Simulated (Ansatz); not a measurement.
Program: Ansatz. Geometries: PBE0-D4/def2-TZVP. ΔE: electronic, gas phase. CCSD(T)/CBS is the MP2 limit (def2-TZVPP, def2-QZVPP) plus CCSD(T) − MP2 in def2-TZVPP, frozen cores. DFT in def2-TZVPP. B3LYP here is the variant with VWN-RPA as its local correlation; programs differ in this. For As, Se outer-core shells are correlated without core-valence functions, which leaves a few kJ/mol of doubt a bond. Scalar relativity is left out up to krypton. Each species was taken in one conformer, which may not be the lowest.

`CC[Se]C` + `N[AsH]O` → `CN[AsH]O` + `C[Se]C`  (substitution at a C–C bond)

| level | ΔE (kcal/mol) | difference from CCSD(T)/CBS |
| --- | --- | --- |
| r2SCAN-D4 | 7.8 | -0.3 |
| PBE0-D4 | 7.7 | -0.4 |
| B3LYP-D4 | 7.0 | -1.1 |
| ωB97X-V | 7.3 | -0.8 |
| B2PLYP | 7.6 | -0.5 |
| PBE | 7.4 | -0.7 |
| HF/def2-TZVPP | 7.4 | -0.7 |
| CCSD(T)/def2-TZVPP | 7.8 | -0.3 |
| SCS-MP2/def2-QZVPP | 8.1 | 0.0 |
| MP2/CBS(def2) | 8.7 | 0.6 |
| CCSD(T)/CBS | 8.1 | 0 |

Largest T1 diagnostic among the species: 0.012.
